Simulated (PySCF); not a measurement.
(Z)-1-chloro-1,2-difluoroprop-1-ene (C₃H₃ClF₂), SMILES C/C(F)=C(\F)Cl. Atoms are numbered in the order given.

```xyz
9

C     -0.3774    -2.2586     0.0000
C      0.2472    -0.9093     0.0000
F      1.5884    -0.9021     0.0000
C     -0.4040     0.2608     0.0000
F     -1.7367     0.3078     0.0000
Cl     0.3604     1.8016     0.0000
H     -0.0577    -2.8271    -0.8894
H     -0.0577    -2.8271     0.8894
H     -1.4718    -2.1819     0.0000
```
Charge 0, spin multiplicity 1.

The structure is a stationary point at B3LYP-D3(BJ)/def2-SVP.

The numbers are results of PBE/def2-TZVP (PySCF), not measurements.

Symmetry labels are those of the subgroup Cs that the program uses (full group Cs).

Task: List the valence orbital energies around the gap with their symmetry. (An estimate is asked for; the answer gives what the named calculation found.)

Result: 
```csv
orbital,symmetry,energy (eV)
HOMO−7,A",-11.32
HOMO−6,A',-10.32
HOMO−5,A",-10.13
HOMO−4,A',-10.12
HOMO−3,A',-9.04
HOMO−2,A",-8.66
HOMO−1,A',-8.10
HOMO,A",-5.79
LUMO,A",-0.76
LUMO+1,A',-0.43
LUMO+2,A',0.50
LUMO+3,A',0.92
```
